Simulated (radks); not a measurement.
The numbers below are computed, except where a source is named.
The mean radii <r> (bohr) of the occupied orbitals of an atom or ion are listed with their occupations. Code: a radial shooting solver on a logarithmic mesh with Libxc functionals. Model: non-relativistic Kohn-Sham, PBE, spin-polarised, spherical densities, point nucleus.

orbital  occ.      <r>
1s down     1  0.03310
1s up       1  0.03310
2s up       1   0.1438
2s down     1   0.1438
2p up       3   0.1229
2p down     3   0.1229
3s up       1   0.3918
3s down     1   0.3917
3p up       3   0.3841
3p down     3   0.3840
3d up       5   0.3572
3d down     5   0.3570
4s up       1   0.9606
4s down     1   0.9587
4p up       3    1.024
4p down     3    1.023
4d up       5    1.236
4d down     1    1.249

Name the element and its charge. Open shells, if any, are filled with parallel spins first.

Answer. Z = 46, palladium, charge +4: Pd4+ in [Kr] 4d6. The 1s radius gives Z: for a bare nucleus <r> = 1.5/Z, 0.03261 bohr for Z = 46, and screening makes it slightly larger (0.03310 here). The occupations add up to 42, and the charge is Z minus that.
